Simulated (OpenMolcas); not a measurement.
A run on Co2+ among 6 point charges of -1 e arranged as an octahedron (Oh), 1.91 Å from the ion.

| Property | Result |
| --- | --- |
| Program | OpenMolcas 26.06 |
| Method | CASSCF |
| Basis | ANO-RCC-VDZP [5s4p2d1f] |
| Scalar Hamiltonian | DKH2, point nucleus |
| Active space | 7 electrons in 5 orbitals (3d) |
| State averaging | 2S+1 = 4 even, 10 roots; 2S+1 = 2 even, 40 roots |
| Spin-orbit coupling | RASSI with atomic mean-field integrals over the reference wave functions |

34 basis functions. Blocks (2S+1, parity, CSFs, roots kept): 4, even, 10, 10; 2, even, 40, 40.

**Question.** How long do the RASSCF and RASSI steps take on 1 thread of Arm Neoverse V2, with other jobs on the host?

**Answer.** About 9.2 s of wall time, without the integral step.
